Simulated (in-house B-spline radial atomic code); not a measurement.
Orbital energies and mean radii along the 16-electron series, configuration [Ne] 3s2 3p4. The effective charge is n√(-2ε), a non-relativistic measure. Computed with an all-electron radial atomic-structure program (B-spline basis): non-relativistic Hartree-Fock, average of the configuration, point nuclei.

This level leaves out relativity, spin-orbit splitting included, which matters for heavy ions.

```csv
ion,Z,energy of 2p (Eh),mean radius of 2p (bohr),energy of 3p (Eh),mean radius of 3p (bohr),effective charge of 2p
Nb25+,41,-129.92,0.13785,-47.449,0.38684,32.239
Mo26+,42,?,?,?,?,?
Tc27+,43,-146.56,0.13065,-54.235,0.36409,34.242
Ru28+,44,-155.26,0.12733,-57.796,0.3537,35.243
Rh29+,45,-164.21,0.12416,-61.467,0.34389,36.244
Pd30+,46,?,?,?,?,?
Ag31+,47,-182.85,0.11829,-69.144,0.32583,38.247
Cd32+,48,-192.55,0.11556,-73.149,0.3175,39.248
In33+,49,?,?,?,?,?
Sn34+,50,-212.7,0.11045,-81.493,0.30206,41.25
```

(1) Fill in the row of Mo26+.

(2) Fill in the row of Pd30+.

(3) Fill in the row of In33+.

(4) How does the screening of 2p change?

Results:

(1) energy of 2p (Eh): -138.11; mean radius of 2p (bohr): 0.13416; energy of 3p (Eh): -50.786; mean radius of 3p (bohr): 0.37512; effective charge of 2p: 33.24.

(2) energy of 2p (Eh): -173.4; mean radius of 2p (bohr): 0.12116; energy of 3p (Eh): -65.25; mean radius of 3p (bohr): 0.33462; effective charge of 2p: 37.246.

(3) energy of 2p (Eh): -202.5; mean radius of 2p (bohr): 0.11295; energy of 3p (Eh): -77.266; mean radius of 3p (bohr): 0.30959; effective charge of 2p: 40.249.

(4) Z less the effective charge goes from 8.76 at Z = 41 to 8.75 at Z = 50.
